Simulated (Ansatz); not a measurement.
Calculated with Ansatz (gas phase, PBE0-D4/def2-TZVP geometries, no zero-point term in ΔE). CCSD(T)/CBS adds triple-zeta CCSD(T) − MP2 to the extrapolated MP2 energy (def2 sets, frozen cores). This one scheme is used for every species. For Br outer-core shells are correlated without core-valence functions, which leaves a few kJ/mol of doubt a bond. Scalar relativity is left out up to krypton. Each species was taken in one conformer, which may not be the lowest.

Consider the formal hydrolysis of the Si–F bond: `OC(Br)[SiH2]F` + H₂O → `O[SiH2]C(O)Br` + H–F.

| species | CCSD(T)/CBS(def2) energy (Eh) |
| --- | --- |
| `OC(Br)[SiH2]F` | -3077.87615 |
| H₂O | -76.37941 |
| `O[SiH2]C(O)Br` | -3053.84737 |
| H–F | -100.39570 |

**Question.** Work out ΔE.

**Answer.** ΔE = (-3053.84737) + (-100.39570) − (-3077.87615) − (-76.37941) = 0.01249 Eh = +32.8 kJ/mol.

**Question.** What do rigid-rotor, harmonic-oscillator terms from PBE0-D4/def2-TZVP frequencies (298.15 K, 1 bar) make of the CCSD(T)/CBS value? (Best estimate.)

**Answer.** Computed: ΔZPE = -0.1 kJ/mol, ΔH = +32.1 kJ/mol, ΔS = -13 J/(mol·K), ΔG = +35.9 kJ/mol.

Largest T1 diagnostic among the species: 0.011.

In def2-TZVPP, CCSD(T) changes the Hartree–Fock value by −14.3 kJ/mol (the triples alone add −3.2 kJ/mol) and MP2 by −15.5 kJ/mol. Leaving LDA and LC-ωPBE aside and taking each functional with its dispersion term where it has one, the values, not all of them listed here, spread over 11.3 kJ/mol, from revPBE-D4 to BHLYP-D4. LDA lies −8.3 kJ/mol from PBE without D4.
